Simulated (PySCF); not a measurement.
Vertical excitations of a molecule CH3Cl2NSi2 from PySCF 2.14.0 with TDDFT-PBE/def2-SVPD, as energy in eV (oscillator strength): 3.48 (0.002), 4.19 (0.000), 4.70 (0.002), 4.96 (0.005), 5.03 (0.026), 5.18 (0.018), 5.42 (0.008), 5.79 (0.007), 5.86 (0.027), 5.93 (0.002). Lowest triplet (TDA): 2.76 eV. The structure is a stationary point at ωB97X-D3(BJ)/def2-SVP. One conformer was computed; it need not be the lowest.

Which molecule gave these data?
(A) Cl[Si]1(Cl)C=N[SiH2]1
(B) Cl[Si]1(Cl)N=C[SiH2]1
(C) Cl[Si@H]1C=N[Si@@H]1Cl

A, Cl[Si]1(Cl)C=N[SiH2]1
